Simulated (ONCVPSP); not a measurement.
# What one change does to a pseudopotential (chlorine, ONCV)

| Property | Result |
| --- | --- |
| Element | chlorine (Cl) |
| Generator | ONCVPSP 4.0.1 |
| Type | optimised norm-conserving Vanderbilt (ONCV) |
| Functional | PBE |
| Relativity | scalar-relativistic |
| Frozen core | [Ne] |
| Valence charge | 7 |
| Reference configuration | 3s2 3p5 |
| Partial waves | 3s: rc 1.45 bohr, ncon 5, nbas 9, qcut 4.5 1/bohr, 2 projectors, debl 2.5 Ha; 3p: rc 1.10 bohr, ncon 4, nbas 8, qcut 8.9 1/bohr, 2 projectors, debl 2.6 Ha; d scattering state at 0.02 Ha: rc 1.55 bohr, ncon 4, nbas 8, qcut 6.8 1/bohr, 2 projectors, debl 2.9 Ha |
| Local potential | polynomial inside 0.80 bohr (lpopt 5, dvloc0 1 Ha) |
| Core correction | none |

Change: s: qcut 4.4; p: qcut 8.6; d: qcut 6.6.

Cutoffs: the cutoffs (Ha) at which the residual kinetic energy of the hardest occupied pseudo-wave falls to 1 and 0.1 mHa per electron; they do not see the model core or the augmentation charge, which bear on the density cutoff. Errors are all-electron minus pseudo energies relative to the spin-unpolarised reference configuration.

Q: What does the change do?

A: The potential gets harder (54 Ha and 100 Ha → 70 Ha and 128 Ha); both files keep a bound ghost (p); the errors of the 4 common tests hardly move.

```csv
quantity,base,changed
"cutoff, loose",54 Ha,70 Ha
"cutoff, tight",100 Ha,128 Ha
loose cutoff by channel,"s 54 Ha, p 30 Ha","s 70 Ha, p 28 Ha"
bound ghosts,p,p
GHOST(+) flags under 300 eV,s at 174.0 eV,s at 174.4 eV
"error for 3s2 3p4, meV [ΔE 13.88 eV]",-0.5,-0.5
"error for 3s2 3p3, meV [ΔE 39.32 eV]",+3.9,+3.9
"error for 3s2 3p2, meV [ΔE 77.63 eV]",+30,+30
"error for 3s2 3p1, meV [ΔE 129.87 eV]",+112,+115
s: phases at 1.47 bohr within 0.05 rad from the reference energy up to (Ha; the scan ends near 5),4.9,4.9
p: phases at 1.12 bohr within 0.05 rad from the reference energy up to (Ha; the scan ends near 5),to the end of the scan,to the end of the scan
d: phases at 1.57 bohr within 0.05 rad from the reference energy up to (Ha; the scan ends near 5),to the end of the scan,to the end of the scan
```

 A true bound ghost makes a file unfit for plane-wave use even where its test errors are small: the radial tests pick states by their node count and pass the ghost by.
